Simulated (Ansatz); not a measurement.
`[OH][Ti]([OH])([OH])[OH]`, relaxed with RKS PBE0-D4/def2-TZVP in Ansatz 0.2.0 from a PBE-D4/def2-SVP geometry. The force threshold is 0.005 eV/Å; the program also tests the step.

The species carries charge 0 and has multiplicity 1.

Start:

```xyz
9

O     1.500    0.988    0.228
Ti    0.002    0.002    0.001
O    -1.304    0.740    1.010
O     0.288   -1.712    0.496
O    -0.482   -0.013   -1.740
H     2.397    0.631    0.348
H    -2.228    0.858    0.731
H     0.006   -2.118    1.335
H    -0.179    0.625   -2.410
```

(1) By how much does the energy fall, and how many steps does the optimiser take? (An estimate is asked.)

(2) Which bonds change most? (Estimate.)

(3) Give the relaxed structure. (Estimate.)

## Answers

(1) Ansatz gave: 2.91 kJ/mol, in 5 steps.

(2) The calculation gave: O1–H6 from 0.973 to 0.958 Å; O3–H7 from 0.973 to 0.958 Å; O5–H9 from 0.973 to 0.958 Å; O4–H8 from 0.973 to 0.958 Å.

(3) Ansatz gave: 
```xyz
9

O     1.496    0.979    0.219
Ti    0.000    0.000    0.000
O    -1.307    0.719    1.010
O     0.300   -1.703    0.505
O    -0.490    0.005   -1.733
H     2.393    0.690    0.394
H    -2.212    0.927    0.776
H    -0.005   -2.170    1.283
H    -0.176    0.553   -2.453
```
